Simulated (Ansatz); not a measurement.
Reactions of `C=[C](F)[InH][CH3]`.

Isolated molecules relaxed with PBE0-D4/def2-TZVP in Ansatz; ΔE leaves out vibrations. CCSD(T)/CBS is the MP2 limit (def2-TZVPP, def2-QZVPP) plus CCSD(T) − MP2 in def2-TZVPP, frozen cores. This one scheme is used for every species. DFT in def2-TZVPP. def2 core potentials past Kr. For I, In outer-core shells are correlated without core-valence functions, which leaves a few kJ/mol of doubt a bond. Each species was taken in one conformer, which may not be the lowest.

| reaction | CCSD/CBS(def2) (kJ/mol) | ωB97M-V (kJ/mol) | HF/CBS(def2) (kJ/mol) |
| --- | --- | --- | --- |
| `C=[C](F)[InH][CH3]` + H₂ → `C=[C](F)[InH2]` + CH₄ | -42 | -45 | -68 |
| `C=[C](F)[InH][CH3]` + `C=N` → `C=NC(=C)F` + `[CH3][InH2]` | 9 | 1 | -5 |
| `C=[C](F)[InH][CH3]` + `C=C=CO` → `C=C=C[O][InH][CH3]` + `C=CF` | -79 | -72 | -69 |
| `C=[C](F)[InH][CH3]` + CH₃OH → `C[O][InH][CH3]` + `C=CF` | -53 | -49 | -54 |
| `C=[C](F)[InH][CH3]` + HI → `C=C(F)I` + `[CH3][InH2]` | 49 | 45 | 51 |

Question: Give the CCSD(T)/CBS values in the same order. (An estimate is asked.)

Answer: Computed: -38, 9, -83, -54, 48 kJ/mol.

Largest T1 diagnostic: 0.015, for `C[O][InH][CH3]`.
